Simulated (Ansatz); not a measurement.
Consider the ligand exchange at the Si–C bond: `N[C@@H](F)[Si@@H](O)F` + `C[SeH]` → `C[Se][SiH](O)F` + `NCF`.

Isolated molecules relaxed with PBE0-D4/def2-TZVP in Ansatz; ΔE leaves out vibrations. CCSD(T)/CBS adds triple-zeta CCSD(T) − MP2 to the extrapolated MP2 energy (def2 sets, frozen cores). Functionals use def2-TZVPP. B3LYP here is the variant with VWN-RPA as its local correlation; programs differ in this. For Se outer-core shells are correlated without core-valence functions, which leaves a few kJ/mol of doubt a bond. Scalar relativity is left out up to krypton. One conformer a species, not always the lowest.

| level | ΔE (kJ/mol) |
| --- | --- |
| PBE0-D4 | -88.6 |
| B3LYP-D4 | -83.4 |
| PBE0 | -87.7 |
| HF/def2-TZVPP | -88.2 |
| MP2/def2-TZVPP | -91.4 |
| SCS-MP2/def2-TZVPP | -88.0 |
| CCSD(T)/def2-TZVPP | -84.6 |
| MP2/def2-QZVPP | -93.5 |

Q: What does CCSD(T)/CBS give? (Best estimate.)

A: Ansatz gave: -88.4 kJ/mol. The listed levels differ from it by -0.2, 5.0, 0.7, 0.2, -3.0, 0.4, 3.8, -5.1 kJ/mol.

Largest T1 diagnostic among the species: 0.012.

From PBE to PBE0 (25 % exact exchange), in def2-TZVPP and without D4, ΔE moves by −3.1 kJ/mol.
